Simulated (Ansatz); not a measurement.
C3H3, charge -1, singlet, geometry from GFN2-xTB (a gas-phase anion, which may not be bound at this level), with bond 4-1 at 2.2 times its length; HF/6-31G (Ansatz, an electronic-structure program).

Ansatz was given this input:
Ansatz 0.2 input:
```yaml
crystal:
  periodic: [false, false, false]
  atoms:
    - {symbol: C, position_ang: [0.12759886, 0.00235050, 0.97980862]}
    - {symbol: C, position_ang: [0.04914638, -0.65013550, -0.42875685]}
    - {symbol: C, position_ang: [0.03020025, 0.65085982, -0.42941053]}
    - {symbol: H, position_ang: [-2.36443592, -0.03343523, 1.98542349]}
    - {symbol: H, position_ang: [-0.09632726, -1.50864710, -1.08261999]}
    - {symbol: H, position_ang: [-0.14020148, 1.50411391, -1.08413373]}
basis:
  gaussian:
    orbitals: 6-31G
hamiltonian:
  xc: hf
total_charge: -1
```

**Question.** What does Ansatz print? Leave out banner, timings and long lists.

**Answer.** 
```
Functional definition: HF
477 factors; integrals over basis functions are off by at most 2.4e-4 eV
mean field evaluation 1: about -3125.6213 eV, gradient 2.6e1 eV
mean field evaluation 2: about -3125.6268 eV, gradient 2.6e1 eV
mean field evaluation 4: about -3128.3192 eV, gradient 2.7e0 eV
mean field evaluation 8: about -3128.3683 eV, gradient 1.3e-1 eV
mean field -3128.36854633 eV, -114.9654235931 hartree, gradient 2.5e-5 eV, S^2 0.000000; 0 other end points of the search recorded, 0 dependent functions left out
reference -3128.36854633 eV, -114.9654235931 hartree; 11, 11 occupied and 22, 22 virtual orbitals, 477 factors
Total energy: -3128.36854633 eV, -114.9654235931 hartree
```
